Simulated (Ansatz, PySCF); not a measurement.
This PySCF input computes a PBE0/def2-TZVPD energy:

```python
from pyscf import gto, scf, dft

mol = gto.M(
    atom='''
    C     1.89810304   -0.00695638   -0.13375735
    C     0.71704237   -0.18849680    0.06093693
    C    -0.77587317   -0.34474074    0.26312233
    O    -1.51511058    0.61783038   -0.26041654
    H     2.92521377    0.18217212   -0.32181517
    H    -0.86507089   -0.48866269    1.38731378
    H    -0.97489164   -1.39498896   -0.12397777
    ''',
    basis='def2-tzvpd',
    charge=-1,
    spin=0,
    verbose=4,
)

mf = dft.RKS(mol, xc='pbe0').density_fit(auxbasis='def2-universal-jkfit')
mf.grids.level = 3
mf.conv_tol = 1e-9
mf.max_cycle = 100
mf.max_memory = 1500
mf.kernel()
if not mf.converged:
    mf = mf.newton()
    mf.kernel(mf.make_rdm1())
mf.analyze()
```

Problem. Write an input for the same energy in Ansatz (an electronic-structure program) and say what it gives.

Solution. 
Ansatz 0.2 input:
```yaml
crystal:
  periodic: [false, false, false]
  atoms:
    - {symbol: C, position_ang: [1.89810304, -0.00695638, -0.13375735]}
    - {symbol: C, position_ang: [0.71704237, -0.18849680, 0.06093693]}
    - {symbol: C, position_ang: [-0.77587317, -0.34474074, 0.26312233]}
    - {symbol: O, position_ang: [-1.51511058, 0.61783038, -0.26041654]}
    - {symbol: H, position_ang: [2.92521377, 0.18217212, -0.32181517]}
    - {symbol: H, position_ang: [-0.86507089, -0.48866269, 1.38731378]}
    - {symbol: H, position_ang: [-0.97489164, -1.39498896, -0.12397777]}
basis:
  gaussian:
    orbitals: def2-TZVPD
hamiltonian:
  xc: {name: PBE0}
total_charge: -1
output: {forces: true}
```
It gives -191.11116 Eh, and PySCF -191.11116 Eh, a difference of 0.00 mEh.

It need not be the lowest isomer of its formula. Whether it binds its extra electron was not tested at this geometry.
